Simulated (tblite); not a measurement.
Compound: C7H13BOS.
SMILES with atom numbers: `[BH3-:1][O+:2]1[CH2:3][C@@H:4]2[CH2:5][C@H:6]1[CH2:7][CH:8]=[CH:9][S:10]2` (hydrogens: H11, H12, H13 on B1; H14, H15 on C3; H16 on C4; H17, H18 on C5; H19 on C6; H20, H21 on C7; H22 on C8; H23 on C9)
Bond orders are those of one Lewis drawing.

Computed with GFN2-xTB (tblite), gas phase: L-BFGS steps from a force-field or distance-geometry start until the largest atomic force falls under 0.01 eV/Å.

Step 5: E = -820.2500 eV
```
atom  x, y, z in Å  |  force x, y, z in eV/Å
B1     -2.3104    0.7646   -0.7400    0.171  -0.009   0.005
O2     -0.7290    0.3068   -0.5063   -0.153   0.092  -0.166
C3     -0.4891   -1.0366   -0.9377   -0.197   0.101  -0.193
C4      0.2889   -1.7062    0.1743    0.008  -0.158   0.006
C5     -0.1456   -0.9273    1.3988   -0.011  -0.058   0.111
C6     -0.2831    0.4817    0.8498   -0.217   0.121  -0.026
C7      1.0149    1.3148    0.8675   -0.076   0.015   0.058
C8      1.8165    1.1369   -0.3817    0.003   0.026   0.023
C9      2.2661   -0.0111   -0.8590   -0.002  -0.110  -0.034
S10     2.1018   -1.5966   -0.0883    0.061  -0.188  -0.114
H11    -2.5038    0.5571   -1.8946    0.023   0.018   0.103
H12    -2.9151    0.0542    0.0019   -0.172   0.048  -0.026
H13    -2.3136    1.9151   -0.4426   -0.028  -0.073  -0.023
H14     0.0371   -1.0155   -1.9032   -0.024   0.072   0.202
H15    -1.4507   -1.5435   -1.0930    0.041   0.092   0.070
H16     0.0476   -2.7667    0.2519    0.244  -0.026  -0.032
H17    -1.1135   -1.2935    1.7514    0.061   0.024   0.007
H18     0.5807   -0.9866    2.2000    0.063  -0.067   0.194
H19    -1.0549    1.0234    1.3988   -0.066   0.070  -0.081
H20     0.7559    2.3708    0.9739    0.033  -0.094  -0.009
H21     1.5964    1.0168    1.7444    0.054   0.020  -0.031
H22     2.0080    2.0272   -0.9579   -0.029   0.103  -0.080
H23     2.7903   -0.0588   -1.7985    0.209  -0.019   0.034
```

Step 6: E = -820.2633 eV
```
atom  x, y, z in Å  |  force x, y, z in eV/Å
B1     -2.3143    0.7652   -0.7392    0.146  -0.007   0.002
O2     -0.7362    0.3092   -0.5067   -0.039   0.016  -0.095
C3     -0.4905   -1.0328   -0.9357   -0.156   0.025  -0.139
C4      0.2928   -1.7087    0.1757   -0.090  -0.061  -0.024
C5     -0.1438   -0.9309    1.4028   -0.016   0.040   0.056
C6     -0.2879    0.4804    0.8475   -0.082   0.129   0.065
C7      1.0121    1.3145    0.8689   -0.036   0.005   0.009
C8      1.8135    1.1367   -0.3827    0.033  -0.028   0.003
C9      2.2640   -0.0124   -0.8602    0.021  -0.065  -0.002
S10     2.1013   -1.6034   -0.1003    0.071  -0.125  -0.082
H11    -2.5008    0.5553   -1.8980    0.006   0.043   0.174
H12    -2.9234    0.0524    0.0041   -0.124   0.112  -0.087
H13    -2.3112    1.9194   -0.4410   -0.056  -0.152  -0.048
H14     0.0373   -1.0106   -1.8982   -0.012   0.063   0.148
H15    -1.4526   -1.5350   -1.0904    0.015   0.024   0.055
H16     0.0626   -2.7722    0.2488    0.169   0.003  -0.027
H17    -1.1149   -1.2919    1.7538    0.098  -0.011  -0.001
H18     0.5826   -0.9894    2.2080   -0.008  -0.038   0.100
H19    -1.0589    1.0284    1.3873   -0.099   0.054   0.007
H20     0.7570    2.3731    0.9727    0.026  -0.149   0.008
H21     1.5997    1.0155    1.7445   -0.018   0.039  -0.091
H22     2.0059    2.0283   -0.9592   -0.031   0.058  -0.052
H23     2.8009   -0.0640   -1.7924    0.181   0.024   0.020
```

Step 7: E = -820.2720 eV
```
atom  x, y, z in Å  |  force x, y, z in eV/Å
B1     -2.3129    0.7649   -0.7383    0.079  -0.018   0.016
O2     -0.7419    0.3116   -0.5090    0.052  -0.032   0.026
C3     -0.4939   -1.0297   -0.9356   -0.068  -0.029  -0.016
C4      0.2936   -1.7105    0.1757   -0.098   0.040  -0.026
C5     -0.1424   -0.9322    1.4059   -0.004   0.093  -0.006
C6     -0.2928    0.4812    0.8464    0.020   0.084   0.095
C7      1.0095    1.3137    0.8694    0.004  -0.022  -0.055
C8      1.8124    1.1362   -0.3835    0.037  -0.061  -0.025
C9      2.2633   -0.0144   -0.8612    0.056  -0.019   0.010
S10     2.1022   -1.6104   -0.1093    0.027  -0.042  -0.071
H11    -2.4989    0.5550   -1.8969   -0.005   0.046   0.158
H12    -2.9312    0.0536    0.0037   -0.080   0.136  -0.111
H13    -2.3109    1.9194   -0.4409   -0.060  -0.147  -0.048
H14     0.0375   -1.0063   -1.8927    0.008   0.052   0.054
H15    -1.4541   -1.5297   -1.0879   -0.045  -0.033   0.027
H16     0.0751   -2.7762    0.2465    0.093   0.017  -0.021
H17    -1.1142   -1.2912    1.7555    0.092  -0.038   0.005
H18     0.5838   -0.9921    2.2153   -0.066  -0.008   0.005
H19    -1.0638    1.0329    1.3805   -0.109   0.038   0.050
H20     0.7580    2.3723    0.9723    0.009  -0.121   0.016
H21     1.6018    1.0155    1.7432   -0.056   0.033  -0.105
H22     2.0040    2.0300   -0.9611   -0.033  -0.012  -0.011
H23     2.8111   -0.0667   -1.7880    0.145   0.046   0.033
```

**Question.** Estimate the geometry and energy of step 8. (The exact step hangs on the optimiser's Hessian estimate; all steps are aligned on step 7, rigid shifts and turns removed.)

**Answer.** E = -820.2782 eV, largest force 0.163 eV/Å
```
atom  x, y, z in Å  |  force x, y, z in eV/Å
B1     -2.3097    0.7640   -0.7372    0.018  -0.027   0.029
O2     -0.7451    0.3130   -0.5101    0.084  -0.047   0.113
C3     -0.4975   -1.0279   -0.9357    0.005  -0.051   0.079
C4      0.2924   -1.7108    0.1752   -0.043   0.094  -0.011
C5     -0.1414   -0.9314    1.4078    0.007   0.090  -0.043
C6     -0.2961    0.4834    0.8471    0.057   0.023   0.080
C7      1.0077    1.3125    0.8686    0.024  -0.040  -0.089
C8      1.8125    1.1349   -0.3845    0.024  -0.069  -0.046
C9      2.2641   -0.0164   -0.8619    0.088   0.008   0.010
S10     2.1032   -1.6160   -0.1165   -0.028   0.024  -0.062
H11    -2.4979    0.5558   -1.8931   -0.010   0.034   0.091
H12    -2.9381    0.0571    0.0012   -0.052   0.119  -0.098
H13    -2.3120    1.9166   -0.4418   -0.049  -0.089  -0.031
H14     0.0378   -1.0024   -1.8880    0.015   0.037  -0.020
H15    -1.4563   -1.5270   -1.0857   -0.084  -0.063   0.002
H16     0.0853   -2.7786    0.2446    0.028   0.029  -0.011
H17    -1.1120   -1.2915    1.7567    0.061  -0.049   0.011
H18     0.5834   -0.9940    2.2203   -0.085   0.017  -0.056
H19    -1.0692    1.0367    1.3773   -0.083   0.017   0.061
H20     0.7588    2.3696    0.9723   -0.007  -0.056   0.012
H21     1.6023    1.0160    1.7405   -0.056   0.010  -0.082
H22     2.0020    2.0309   -0.9625   -0.029  -0.066   0.017
H23     2.8208   -0.0674   -1.7844    0.117   0.055   0.044
```

The energy changes by -0.0062 eV. The first-order estimate −F·Δx gives -0.0086 eV and the mean of the old and new forces, exact on a quadratic surface, -0.0062 eV. The step makes an angle of 49° with the force vector and moves no atom by more than 0.011 Å.

The cost below is that of the whole relaxation. Time: 1.3 s. Hardware: one thread of an Arm Neoverse V1 (shared host).
